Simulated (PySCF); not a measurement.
Method used: core-valence-separated Tamm–Dancoff BHandHLYP/aug-pcX-1 (pcseg-1 on H, def2-SVPD on Cl) in PySCF, non-relativistic, gas phase, PBE0-D3(BJ)/def2-SVP geometry. No empirical shift is added; at this level the pattern usually sits a few eV under experiment.

Main lines of an unknown, eV (oscillator strength): C K: 284.9 (0.069), 285.8 (0.011), 285.8 (0.013), 286.0 (0.019), 286.1 (0.019); O K: 534.0 (0.013), 534.5 (0.016), 534.6 (0.006), 534.8 (0.004), 534.9 (0.010). Listed: the first five lines at most of each edge with a tenth or more of its strongest line's intensity; roots within 0.03 eV on the same or equivalent atoms are summed. Only the lowest roots were sought, and the top ones are left out.

Task: Which candidate gives them?
A. `ClCCOC1CC1`
B. `CCCCC(=O)Cl`
C. `CC(C)(C)C(=O)Cl`

Result: A. 

- `ClCCOC1CC1`: C K: 284.9 (0.069), 285.8 (0.011), 285.8 (0.013), 286.0 (0.019), 286.1 (0.019); O K: 534.0 (0.013), 534.5 (0.016), 534.6 (0.006), 534.8 (0.004), 534.9 (0.010). First C line listed at 284.9 eV, hole on the sp3 C–Cl carbon; first O line listed at 534.0 eV, hole on the ether oxygen.
- `CC(C)(C)C(=O)Cl`: C K: 284.4 (0.084), 285.4 (0.018), 285.6 (0.011), 285.7 (0.029), 286.2 (0.027); O K: 529.1 (0.050), 533.9 (0.012). First C line listed at 284.4 eV, hole on the acyl halide carbon (1s→π*); first O line listed at 529.1 eV, hole on the carbonyl oxygen (1s→π*).
- `CCCCC(=O)Cl`: C K: 284.6 (0.084), 285.4 (0.009), 285.6 (0.017), 285.9 (0.016), 286.0 (0.017); O K: 529.1 (0.050), 533.9 (0.013). First C line listed at 284.6 eV, hole on the acyl halide carbon (1s→π*); first O line listed at 529.1 eV, hole on the carbonyl oxygen (1s→π*).

One conformer each; other structures than these candidates weren't tested.

The values belong to the conformer `[Cl:1][CH2:2][CH2:3][O:4][CH:5]1[CH2:6][CH2:7]1`: Cl1–C2–C3–O4 177°, C2–C3–O4–C5 77°, C3–O4–C5–C6 -166°.
